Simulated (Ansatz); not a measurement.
Energy needed to pull apart GeH$_{2}$S (SMILES [SH][GeH]), singlet, into free ground-state atoms, from the structure below (displaced at random from a GFN2-xTB minimum); no zero-point or spin–orbit terms; open-shell atoms are treated unrestricted, in their ground-state multiplicity.

```
4
angstrom
S -0.6234 -1.1054 0.2470
Ge -0.8558 0.9778 -0.6936
H 0.7032 -0.9611 0.7963
H 0.6532 1.4162 -0.2678
```

Computed with Ansatz 0.2.0 (basis: def2-TZVPP); correlated methods freeze the cores. Filled d shells of the heavier atoms are correlated. The def2 sets are not built for correlating such inner shells, so the correlated values are less sure here.

| method | atomization energy (kcal/mol) |
| --- | --- |
| PBE-D4 | 241.0 |
| r2SCAN-D4 | ? |
| PBE0-D4 | 233.6 |
| r2SCANh-D4 | ? |
| BHLYP-D4 | 227.0 |
| wB97M-V | 236.4 |
| HF | 154.5 |
| MP2 | 225.6 |
| CCSD | 223.3 |
| CCSD(T) | 228.7 |

Question: What does r2SCAN-D4 give? (To be estimated.)

Answer: The calculation gives: 237.4 kcal/mol, which is about 8.7 kcal/mol more than CCSD(T)/def2-TZVPP.

Question: What does r2SCANh-D4 give? (To be estimated.)

Answer: Computed: 234.6 kcal/mol, which is about 5.9 kcal/mol more than CCSD(T)/def2-TZVPP.

In triple zeta the MP2 and coupled-cluster atomization energies are still short of their basis limit by a few kcal/mol a bond, whereas those of the functionals are nearly converged, so these differences are not deviations from converged CCSD(T).

T1 diagnostic: at most 0.016.

For scale, one of the runs: CCSD(T)/def2-TZVPP forces, 118 basis functions (an equivalent command: `ansatz run in.yaml --threads 4`). The run took 31 s on 4 CPU threads (shared host), with 0.73 GiB of host memory at its peak.
